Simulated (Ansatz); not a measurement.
Consider the substitution at a C–B bond: `BB(C)O` + `C1NCS1` → `CN1CSC1` + `BBO`.

Isolated molecules relaxed with PBE0-D4/def2-TZVP in Ansatz; ΔE leaves out vibrations. CCSD(T)/CBS is the MP2 limit (def2-TZVPP, def2-QZVPP) plus CCSD(T) − MP2 in def2-TZVPP, frozen cores. Functionals use def2-TZVPP. One conformer a species, not always the lowest.

`BB(C)O`:

```xyz
10

B     1.241   -0.906   -0.279
B    -0.220   -0.075   -0.318
C    -0.547    0.936    0.845
O    -1.186   -0.210   -1.277
H     2.231   -0.473   -0.803
H     1.387   -1.928    0.333
H     0.326    1.482    1.213
H    -1.316    1.654    0.547
H    -0.937    0.370    1.700
H    -0.978   -0.850   -1.961
```

`C1NCS1`:

```xyz
9

C     0.270   -0.087   -1.082
N    -0.593   -0.565   -0.006
C    -0.219    0.405    1.020
S     0.558    1.500   -0.221
H    -0.234    0.020   -2.045
H     1.201   -0.651   -1.216
H    -0.425   -1.527    0.259
H    -1.068    0.859    1.536
H     0.509    0.045    1.756
```

`CN1CSC1`:

Z-matrix (Å, degrees):
```
C
N 1 1.438
H 1 1.093 2 109.7
H 1 1.093 2 109.7 3 -118.1
H 1 1.104 2 113.0 3 121.0
C 2 1.455 1 116.7 3 -63.3
C 2 1.455 1 116.7 3 -178.7
S 6 1.826 2 91.6 1 -143.6
H 6 1.101 2 113.7 1 -29.3
H 6 1.092 2 114.7 1 98.2
H 7 1.101 2 113.7 1 29.3
H 7 1.092 2 114.7 1 -98.2
```

`BBO`:

```xyz
7

B     0.908   -0.748    0.285
B    -0.418    0.144   -0.203
O    -0.613    1.441    0.143
H     0.891   -1.422    1.277
H     1.901   -0.828   -0.384
H    -1.247   -0.402   -0.902
H    -1.422    1.815   -0.215
```

| level | ΔE (eV) |
| --- | --- |
| PBE0 | 0.63 |
| CCSD/def2-TZVPP | 0.58 |
| MP2/CBS(def2) | 0.58 |
| CCSD/CBS(def2) | 0.60 |

(1) What does CCSD(T)/CBS give? (Best estimate.)

Largest T1 diagnostic among the species: 0.013.

Answers

(1) Ansatz gave: +0.59 eV. The listed levels differ from it by 0.04, -0.01, -0.01, 0.01 eV.

The D4 term adds −0.03 eV with B3LYP and −0.02 eV with PBE0; it sums over pairs of atoms, weighted by their polarisabilities, and B3LYP, whose exchange is more repulsive, gets the larger term.

B3LYP here is the variant with VWN-RPA as its local correlation; programs differ in this.
